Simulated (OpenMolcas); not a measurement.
# Ge³⁺: effect of the level shift or regulariser

```json
{
 "Program": "OpenMolcas 26.06",
 "Basis": "ANO-RCC-VQZP [7s6p4d2f1g]",
 "Scalar Hamiltonian": "DKH2, point nucleus",
 "Active space": "1 electron in 4 orbitals (4s 4p)",
 "State averaging": "2S+1 = 2 even, 1 root; 2S+1 = 2 odd, 3 roots",
 "Spin-orbit coupling": "RASSI with atomic mean-field integrals over the reference wave functions, term energies averaged over their components"
}
```

Methods on the same reference wave functions:
A. CASSCF
B. SS-CASPT2, IPEA 0.25 Eh, imaginary shift 0.1 Eh (closed shells correlated: 3d)
C. SS-CASPT2, IPEA 0.25 Eh, sigma2 regulariser 0.3 Eh (closed shells correlated: 3d)

Energies in cm⁻¹ above 4s ²S_1/2, the measured ground level; measured values from Sugar and Musgrove, J. Phys. Chem. Ref. Data 22, 1213 (1993).

| Level | A | B | C | Measured |
| --- | --- | --- | --- | --- |
| 4s ²S_1/2 | 0.0 | 0.0 | 0.0 | 0.0 |
| 4p ²P°_1/2 | 79359 | 81596 | 81596 | 81311 |
| 4p ²P°_3/2 | 81685 | 83922 | 83922 | 84102 |

Deviations, from unrounded energies. A percentage is the sum of absolute deviations over the sum of measured energies, with the sign that they share, or ± where signs differ.

| Against measurement | Levels | A | B | C |
| --- | --- | --- | --- | --- |
| mean absolute deviation (cm-1) | 2 | 2200 | 230 | 230 |
| other configurations (%) | 2 | -2.6 | ±0.3 | ±0.3 |

B, C lie about equally close to measurement and A furthest from it. The largest miss of B in the table is 4p ²P°_1/2, by +280 cm-1. The ranking rests on the paired levels alone, and a cruder setting can come out closer through cancelling errors.

Between B and C no level of the table moves by more than 5 cm-1.

The two smallest mean deviations differ by little beside CASPT2's spread within terms, so their order carries little weight.

The lowest spin-free term lies below A's lowest term by 0.404 hartree in B, 0.404 hartree in C.

With one active electron the reference holds no correlation, so core polarisation is missing (holds for A). With one active electron, CASPT2 adds the correlation within the correlated inactive shells and between them and that electron, and leaves the splitting within a term as the reference gives it (holds for B; C). Computed and measured levels are paired by configuration, term and J; levels that our copy of the source lacks, or whose pairing is in doubt (as where it misses far off the trend of its configuration), stay unpaired and out of the deviations. Only configurations of the active space appear.

° marks odd parity.
